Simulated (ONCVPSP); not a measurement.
**Transferability test, ONCV potential for Cd**

Cd (Z = 48), optimised norm-conserving Vanderbilt (ONCV), made with ONCVPSP 4.0.1 (PBE, scalar-relativistic). Core [Ar] 3d10, reference 4s2 4p6 4d10 5s2. Waves: 4s+5s: rc 1.20 bohr, ncon 3, nbas 6, qcut 9.6 1/bohr, 3 projectors, debl 3.8 Ha; 4p: rc 1.65 bohr, ncon 4, nbas 7, qcut 10.1 1/bohr, 3 projectors, debl 3.1 Ha; 4d: rc 1.60 bohr, ncon 4, nbas 9, qcut 9.5 1/bohr, 2 projectors, debl 3 Ha. Local part: polynomial inside 0.75 bohr (lpopt 3, dvloc0 0 Ha). Core correction: Teter function, fcfact 5.25, rcfact 1.56.

Energies are relative to the spin-unpolarised reference configuration 4s2 4p6 4d10 5s2; without spin polarisation the order of configurations can differ from experiment.

**Question.** Give the all-electron excitation energy and the error of the potential for: 4s2 4p6 4d10 5s1; 4s2 4p6 4d10 5s0; 4s2 4p6 4d9 5s0; 4s1 4p6 4d10 5s2.

**Answer.**

```tsv
valence configuration	charge	ΔE all-electron (eV)	error AE − PS (meV)
4s2 4p6 4d10 5s1	+1	9.273	-1.2
4s2 4p6 4d10 5s0	+2	26.399	-4.1
4s2 4p6 4d9 5s0	+3	64.408	+54
4s1 4p6 4d10 5s2	+1	113.516	-173
```

Note: ghosts flagged at negative energy: d at -27.3 eV; GHOST(+) flagged for s at 403.1 eV. A true bound ghost makes a file unfit for plane-wave use.
